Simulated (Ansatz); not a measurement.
A nudged elastic band was laid between two geometries of BClFHO + H2 (7 atoms, charge 0, multiplicity 1).

Theory: RKS B3LYP-D4/def2-SVP in Ansatz.

```yaml
movable_images: 7
climbing_image: yes
spring: 5.0 eV/Å²
optimiser: quadratic models (default)
start_path: through a guess of the saddle point
force_threshold: 0.05 eV/Å
iteration_limit: 60
end_points: relaxed
```

Image 0:

```xyz
7
Properties=species:S:1:pos:R:3
B 0.068 -0.555 -0.126
F 0.056 -0.795 1.183
Cl 1.616 -0.431 -0.955
O -1.074 -0.414 -0.819
H -1.864 -0.509 -0.268
H 0.253 2.382 0.847
H 0.172 1.938 1.460
```

Image 8:

```xyz
7
Properties=species:S:1:pos:R:3
B -0.015 0.443 -0.428
F 0.244 0.054 2.241
Cl 1.325 -0.521 -1.070
O -1.289 0.036 -0.497
H -1.401 -0.851 -0.869
H 0.212 1.535 0.026
H 0.150 0.920 1.920
```

Q: What changes between the two ends?

A: Bonds broken: B1–F2, H6–H7. Bonds formed: B1–H6, F2–H7. BClFHO + H2 becomes BClH2O + FH.

Q: Give the energies along the band, and the barrier.

A: It converged. The highest image is number 5 of 0 to 8, 51.3 kcal/mol above the first end and 21.8 kcal/mol above the last; the last end lies 29.5 kcal/mol above the first. The profile has 2 maxima (images 2, 5) with wells between them (image 3): this band takes more than one step, which may be the mechanism or a detour left from its start path. A structure lower than the first end lies on the path between it and the top, so the climb from that side starts below the end, which may itself be a saddle point or a shallow side well. Neighbouring images differ by up to 2.0 eV, so the band resolves the path poorly. A vibrational analysis at the climbing image gives one clearly imaginary mode, 1198i cm⁻¹: a first-order saddle point. The orbitals stay closed-shell, which can raise the energy where a bond breaks towards radicals; this wasn't checked here.

| image | path coordinate (Å) | energy (kcal/mol) | B1–F2 (Å) | H6–H7 (Å) | B1–H6 (Å) |
| --- | --- | --- | --- | --- | --- |
| 0 | 0.00 | 0.0 | 1.33 | 0.76 | 3.10 |
| 1 | 1.00 | 1.6 | 1.33 | 0.76 | 3.09 |
| 2 | 1.99 | 1.6 | 1.32 | 0.76 | 3.10 |
| 3 | 2.99 | -0.5 | 1.32 | 0.76 | 3.16 |
| 4 | 3.99 | 6.0 | 1.33 | 0.76 | 2.19 |
| 5 | 4.99 | 51.3 | 1.65 | 1.04 | 1.35 |
| 6 | 5.39 | 38.9 | 2.00 | 1.37 | 1.24 |
| 7 | 5.79 | 30.9 | 2.41 | 1.66 | 1.21 |
| 8 | 6.19 | 29.5 | 2.71 | 1.99 | 1.20 |

Q: What is the geometry of the highest image?

A: 
```xyz
7
Properties=species:S:1:pos:R:3:forces:R:3
B -0.020 0.227 0.072 0.00 0.00 0.00
F 0.206 -0.005 1.685 0.00 0.00 0.00
Cl 1.377 -0.440 -0.827 0.00 0.00 0.00
O -1.305 -0.026 -0.281 0.00 0.00 0.00
H -1.402 -0.761 -0.899 0.00 0.00 0.00
H 0.148 1.541 0.320 0.00 0.00 0.00
H 0.224 1.080 1.253 0.00 0.00 0.00
```

The band took 42 iterations and roughly 10 core-minutes.

Time of the run: 5.4 min on 2 threads of Arm Neoverse V2 (shared host), peak memory 0.16 GiB.
